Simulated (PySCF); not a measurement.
## How methods differ on the excitation energy of Ir²⁺

Ir²⁺ [Xe] 4f14 5d7 (4F) → Ir²⁺ [Xe] 4f14 5d6 6p1 (high-spin determinant), as a difference of total energies. Computed with PySCF 2.14 in def2-QZVPPD with the def2 core potential (60 electrons) (7s5p4d4f2g, 88 functions), with a scalar-relativistic core potential. Correlated levels: valence: 5s2 5p6 frozen; valence and next inner shell: nothing frozen outside the core potential. The calculations carry no spin-orbit coupling.

```tsv
method	excitation energy (eV)
UHF	8.921
LDA	9.434
PBE	9.426
PBE0	9.533
r2SCAN	9.336
r2SCANh	9.384
BP86	9.515
revPBE	9.454
B97-3	9.992
MP2 (valence)	9.690
SCS-MP2 (valence)	10.133
MP2 (valence and next inner shell)	9.403
SCS-MP2 (valence and next inner shell)	9.689
```

Question: How much does correlation contribute at MP2 (valence and next inner shell)?

Answer: 9.403 − (8.921) = 0.482 eV, measured against UHF.

The determinant of the upper state mixes LS terms, which raises its energy above the lowest term, most at the Hartree-Fock and MP2 levels.
